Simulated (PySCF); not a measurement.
**C₆ coefficients of unlike pairs at PBE**

Calculated with PySCF 2.14 from the dipole response of each species, C₆(A,B) = (3/π) ∫ α_A(iu) α_B(iu) du, in atomic units, from isotropic polarisabilities. For ions this is the dispersion term alone; charge-induced terms of lower order in 1/R come first.

```tsv
species	configuration	basis	relativity	α (bohr³)	C₆ (like pair)
Au+	[Xe] 4f14 5d10 (1S)	def2-TZVPPD with the def2 core potential (60 electrons) (6s5p3d2f1g)	core potential	11.97	79.11
V(2+)	[Ar] 3d3 (4F)	aug-cc-pVDZ (7s6p4d2f)	none	4.592	13.03
P(3+)	[Ne] 3s2 (1S)	dyall-av3z (19s12p3d2f)	spin-free X2C	6.598	16.39
Ge(3+)	[Ar] 3d10 4s1 (2S)	aug-cc-pVTZ-DK (7s6p4d2f)	spin-free X2C	5.846	12.58
```

(1) Estimate C₆ for P(3+) with V(2+).

No spin-orbit coupling is included.

The other pairs:

```json
{"pair": "Ge(3+), V(2+)", "C₆": "12.28"}
{"pair": "Ge(3+), Au+", "C₆": "30.53"}
{"pair": "Ge(3+), P(3+)", "C₆": "14.33"}
{"pair": "V(2+), Au+", "C₆": "32.09"}
{"pair": "P(3+), Au+", "C₆": "34.30"}
```

Results:

(1) The integral gives 13.78. The combination rule 2 C_A C_B / (C_A α_B/α_A + C_B α_A/α_B) gives 14.18 and the geometric mean 14.62.
